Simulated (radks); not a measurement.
Values are calculated unless marked as measured or tabulated.
Question: Isoelectronic series with 15 electrons, all held in the configuration [Ne] 3s2 3p3, which need not be the ground one along the series. Level of theory: non-relativistic Kohn-Sham, PBE, spin-polarised, spherical densities, point nucleus; open shells are filled with parallel spins first (spin-orbit coupling, left out, can overturn this in heavy ions) (a radial shooting solver on a logarithmic mesh with Libxc functionals). Total energies (hartree) and screening constants sigma, defined by e = -(Z - sigma)^2 / (2 n^2) hartree (* marks an orbital that is empty in some or all of the ions):

ion,E (hartree),3p down*,3p up,3s down,3s up,2p down
P,-341.11568,13.428,12.960,12.182,11.879,8.967
Cl2+,-458.62173,12.606,12.321,11.722,11.471,8.981
K4+,-594.47233,12.282,12.034,11.467,11.237,8.963
Sc6+,-748.61069,12.090,11.859,11.301,11.082,8.940
Mn10+,-1111.66154,11.863,11.650,11.095,10.889,8.901
Co12+,-1320.55263,11.790,11.581,11.026,10.824,8.886
Cu14+,-1547.67980,11.732,11.527,10.971,10.772,8.872
Ga16+,-1793.03968,11.685,11.482,10.926,10.729,8.860
As18+,-2056.62993,11.645,11.445,10.888,10.693,8.850
Br20+,-2338.44885,11.612,11.414,10.856,10.663,8.841
Rb22+,-2638.49521,11.584,11.387,10.828,10.636,8.833
Nb26+,-3293.26664,11.537,11.343,10.782,10.593,8.819

Estimate the row of V8+.

Answer: E (hartree) -921.01158; 3p down* 11.959; 3p up 11.738; 3s down 11.184; 3s up 10.972; 2p down 8.920.
